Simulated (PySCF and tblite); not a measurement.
Results of a calculation; reference values are marked as such.
# Conformers and averaged properties: C9H10O2, numbered as in [CH2:1]=[CH:2][c:3]1[o:4][cH:5][cH:6][c:7](=[O:8])[c:9]1[CH2:10][CH3:11]

Search: ETKDG and KDG, MMFF94s, GFN2-xTB, 90 starts; geometries at GFN2-xTB. Weights use PBE0-D3(BJ)/6-31G* energies plus GFN2-xTB zero-point and thermal terms (modes under about 100 cm⁻¹ blended into free rotors). Symmetry numbers and mirror images are counted. Conformers within 2.5 kcal/mol (GFN2-xTB free energy) were kept, 4 at most. GIAO shieldings: wB97X-D/6-31G*. Programs: PySCF with density fitting and tblite.

Torsions listed: C1–C2–C3–O4, C3–C9–C10–C11. Of a mirror pair one member is shown.

| conformer | shape | symmetry | E(GFN2) kcal/mol | E(DFT) kcal/mol | G(298.15 K) kcal/mol | weight % | dipole D |
| --- | --- | --- | --- | --- | --- | --- | --- |
| 1 | -6°, -79° | C1 (pair) | 0.00 | 0.00 | 0.00 | 98.3 | 3.82 |
| 2 | -148°, -101° | C1 (pair) | 1.97 | 2.19 | 2.40 | 1.7 | 3.71 |

Weights (%) against temperature:

```
 T (K)     1    2  S(mix) cal/mol/K
   250  99.2  0.8              1.47
298.15  98.3  1.7              1.55
   350  96.9  3.1              1.65
```

Coordinates of conformer 1 (Å):

```xyz
21

C     2.460    1.852    0.100
C     1.219    1.457   -0.165
C     0.803    0.061   -0.211
O     1.839   -0.810   -0.084
C     1.585   -2.120   -0.102
C     0.362   -2.649   -0.244
C    -0.804   -1.787   -0.394
O    -1.941   -2.213   -0.531
C    -0.483   -0.352   -0.367
C    -1.651    0.585   -0.469
C    -2.072    1.095    0.911
H     3.246    1.147    0.308
H     2.724    2.895    0.120
H     0.445    2.182   -0.361
H     2.488   -2.704    0.012
H     0.214   -3.716   -0.252
H    -2.479    0.018   -0.898
H    -1.425    1.424   -1.128
H    -1.261    1.640    1.390
H    -2.348    0.258    1.547
H    -2.931    1.755    0.818
```

Search and properties took 3 min on 1 thread of Intel Xeon Platinum 8375C @ 2.90GHz, shared host (rough), launched as `OMP_NUM_THREADS=1 python ens_run.py task.json out`.


Conformer gaps in 6-31G* on xTB geometries can be 2 kcal/mol off for S=O, P=O and other polar bonds.